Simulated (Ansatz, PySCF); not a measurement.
The pair A = AsH3 (SMILES [AsH3]) (first 4 atoms), B = HI (SMILES I); geometry from B3LYP-D3(BJ)/def2-TZVP.
(charge 0, multiplicity 1):
```xyz
6

As     0.0328     0.5840     0.3723
H     -0.7731     1.7791    -0.1156
H     -0.2260    -0.2164    -0.8959
H      1.3454     1.1482    -0.1517
I     -0.3916    -1.0699     4.3497
H     -0.2329    -0.4502     2.8538
```

Correlated levels freeze the cores. Filled d and f shells under p-block atoms count as core. CBS: X⁻³ extrapolation of the correlation energy, Hartree–Fock from the larger set. MP2 and its Hartree–Fock in def2-QZVPPD are density fitted.

The values were computed with Ansatz (Gaussian orbitals); PySCF for the dispersion terms.  In def2 rows elements past Kr take small-core potentials, without spin–orbit coupling.

The monomers are drawn apart, rigid, along the line of their centres of mass. Counterpoise-corrected interaction energies (kcal/mol):

| level | R = 5.428 Å | R = 6.509 Å |
|---|---|---|
| PBE/def2-TZVPPD | -0.8012 | -0.2529 |
| PBE-D3(BJ)/def2-TZVPPD | -1.1423 | -0.3653 |
| wB97M-V/def2-TZVPPD | -0.8727 | -0.3093 |
| MP2/CBS(def2-TZVPPD, def2-QZVPPD) + ΔCCSD(T)/def2-TZVPPD | -0.9435 | -0.3354 |

R is the distance of the centres of mass. Find the local exponent m of E ∝ R⁻ᵐ between the two points.


m = ln(E₁/E₂)/ln(R₂/R₁): PBE/def2-TZVPPD 6.4; PBE-D3(BJ)/def2-TZVPPD 6.3; wB97M-V/def2-TZVPPD 5.7; MP2/CBS(def2-TZVPPD, def2-QZVPPD) + ΔCCSD(T)/def2-TZVPPD 5.7. For scale, two fixed dipoles give m = 3, dipole and quadrupole 4, quadrupoles 5, and dispersion or dipole-induced dipole 6 at long range; at these distances several terms mix, and what is left of overlap and damping shifts m, so it need not match one of them.

Ansatz is a quantum-chemistry and plane-wave program.
